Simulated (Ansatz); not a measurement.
C₆H₁₃BO₂, charge -1, doublet, at a GFN2-xTB geometry (a state made from the parent by changing its charge; the spin is typed, not shown lowest) (a gas-phase anion, which may not be bound at this level); B3LYP/6-311G** (Ansatz, a first-principles code).

Here is a job for Ansatz.
Ansatz 0.2 input:
```yaml
crystal:
  periodic: [false, false, false]
  atoms:
    - {symbol: C, position_ang: [-1.77443156, -0.03191137, 0.91494243]}
    - {symbol: C, position_ang: [-0.75124689, -0.12720494, -0.24514073]}
    - {symbol: C, position_ang: [-1.10616191, -1.36493490, -1.08690439]}
    - {symbol: O, position_ang: [-0.82499265, 1.01632732, -1.01685730]}
    - {symbol: B, position_ang: [0.18583498, 2.03053219, -0.44014834]}
    - {symbol: O, position_ang: [0.96214703, 1.20889894, 0.59016274]}
    - {symbol: C, position_ang: [0.71032703, -0.12882250, 0.32503890]}
    - {symbol: C, position_ang: [0.89589233, -0.97174480, 1.59721700]}
    - {symbol: C, position_ang: [1.70044373, -0.64955152, -0.74303435]}
    - {symbol: H, position_ang: [-2.75186738, 0.20851246, 0.49704539]}
    - {symbol: H, position_ang: [-1.47413877, 0.77917351, 1.57305794]}
    - {symbol: H, position_ang: [-1.84481081, -0.96412466, 1.47529917]}
    - {symbol: H, position_ang: [-2.16538540, -1.33314379, -1.34204685]}
    - {symbol: H, position_ang: [-0.53766293, -1.36976965, -2.01263706]}
    - {symbol: H, position_ang: [-0.90548402, -2.28296741, -0.53323451]}
    - {symbol: H, position_ang: [0.91172842, 2.44031569, -1.35570131]}
    - {symbol: H, position_ang: [0.36356144, -0.52470063, 2.43214634]}
    - {symbol: H, position_ang: [1.95485054, -1.00741509, 1.85289181]}
    - {symbol: H, position_ang: [0.53831834, -1.99069113, 1.44346683]}
    - {symbol: H, position_ang: [1.52045255, -0.10826009, -1.66767722]}
    - {symbol: H, position_ang: [2.71640861, -0.43410250, -0.41136552]}
    - {symbol: H, position_ang: [1.59868284, -1.72227788, -0.90965996]}
basis:
  gaussian:
    orbitals: 6-311G__.json
hamiltonian:
  xc: b3lyp
total_charge: -1
magnetization: {spin_polarized: true, initial_magnetization: 1}
```
The basis file holds 6-311G** in the JSON format of the Basis Set Exchange.

Output, abridged:

```
Functional definition: B3LYP
1959 factors; their error is unknown
mean field evaluation 1: about -11197.1839 eV, gradient 5.2e1 eV
mean field evaluation 2: about -11192.6371 eV, gradient 6.0e1 eV
mean field evaluation 4: about -11208.5627 eV, gradient 3.5e0 eV
mean field evaluation 8: about -11208.6203 eV, gradient 6.4e-2 eV
mean field evaluation 16: about -11208.5535 eV, gradient 3.2e-4 eV
mean field -11208.55349778 eV, -411.9067436128 hartree, gradient 4.9e-5 eV, S^2 0.751679; 0 other end points of the search recorded, 0 dependent functions left out
reference -11208.55385263 eV, -411.9067566533 hartree; 36, 35 occupied and 204, 205 virtual orbitals, 1959 factors
Total energy: -11208.55385263 eV, -411.9067566533 hartree
```
